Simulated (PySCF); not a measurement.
Coordinates in bohr (charge 0 multiplicity 1):
```
Be    0.0000    0.0000    0.0000
Cl    0.0000    0.0000    3.4191
Cl    0.0000    0.0000   -3.4191
```

All numbers come from PBE/[Be def2-TZVP, Cl def2-TZVP], no relativity, density fitting, PySCF.

This geometry of BeCl2 is a stationary point at this level.

Q: What is the point group?

A: D∞h.

Q: Is it a minimum?

A: Yes: all harmonic wavenumbers are real.

Q: List the harmonic modes with their infrared intensities.

A: 
| symmetry | ω (cm⁻¹) | IR (km/mol, summed over degenerate members) |
| --- | --- | --- |
| πu | 236 | 73.8 |
| σg+ | 390 | 0.0 |
| σu+ | 1115 | 415 |

Q: Give the ideal-gas entropy at 298.15 K and 1 bar by parts.

A: translation 163.3, rotation 68.6, vibration 19.7, spin 0.0; total 251.7 J/(mol K).

In D∞h the vibrations span πu + σg+ + σu+. The σg+ mode carries no infrared intensity, as symmetry demands. With a centre of inversion only u modes can be infrared active and only g modes Raman active.
